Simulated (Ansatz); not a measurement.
Consider the atomization: `N[C@@H](F)[Si@@H](O)F` → C• + 2 F• + 5 H• + N• + O• + Si•.

Computed with Ansatz on PBE0-D4/def2-TZVP structures; ΔE is electronic, products minus reactants. CCSD(T)/CBS is the MP2 limit (def2-TZVPP, def2-QZVPP) plus CCSD(T) − MP2 in def2-TZVPP, frozen cores. This one scheme is used for every species, atoms too. DFT in def2-TZVPP. No spin–orbit coupling; open shells (•) take unrestricted orbitals. Spin–orbit coupling would lower the free atoms: a little for C, F, O, Si. One conformer a species, not always the lowest.

`N[C@@H](F)[Si@@H](O)F`:

Cartesian coordinates in Å:
```
N 0.547 1.275 0.850
C 0.846 0.426 -0.219
F 1.894 -0.505 0.069
Si -0.647 -0.619 -0.709
O -1.380 -1.001 0.698
F -1.611 0.255 -1.631
H 0.136 0.807 1.644
H 1.307 1.879 1.130
H 1.222 1.014 -1.062
H -0.291 -1.821 -1.494
H -2.023 -1.709 0.724
```

```tsv
level	ΔE (kcal/mol)
ωB97X-V	1010.7
B2PLYP	995.6
r2SCAN	1004.8
MP2/def2-TZVPP	1004.2
CCSD(T)/def2-TZVPP	976.9
SCS-MP2/def2-QZVPP	1016.6
HF/CBS(def2)	704.1
MP2/CBS(def2)	1036.8
```

(1) What does CCSD(T)/CBS give? (Best estimate.)

Largest T1 diagnostic among the species: 0.012.

Results:

(1) Ansatz gave: +1009.5 kcal/mol. The listed levels differ from it by 1.2, -13.9, -4.7, -5.3, -32.6, 7.1, -305.4, 27.3 kcal/mol.

From PBE to PBE0 (25 % exact exchange), in def2-TZVPP and without D4, ΔE moves by −27.1 kcal/mol: exact exchange takes away binding that semilocal exchange gives to molecules. In def2-TZVPP, CCSD(T) changes the Hartree–Fock value by +275.7 kcal/mol (the triples alone add +16.6 kcal/mol) and MP2 by +303.0 kcal/mol; breaking electron pairs costs correlation energy, which Hartree–Fock lacks. The D4 term adds +8.3 kcal/mol with B3LYP and +4.3 kcal/mol with PBE0; it sums over pairs of atoms, weighted by their polarisabilities, and B3LYP, whose exchange is more repulsive, gets the larger term.

B3LYP here is the variant with VWN-RPA as its local correlation; programs differ in this.

For atomizations the MP2-based limit and the directly extrapolated one differ by several kJ/mol either way, and by 10 to 25 for some Ge, Se and Sn compounds, so smaller differences from it don't rank the levels.
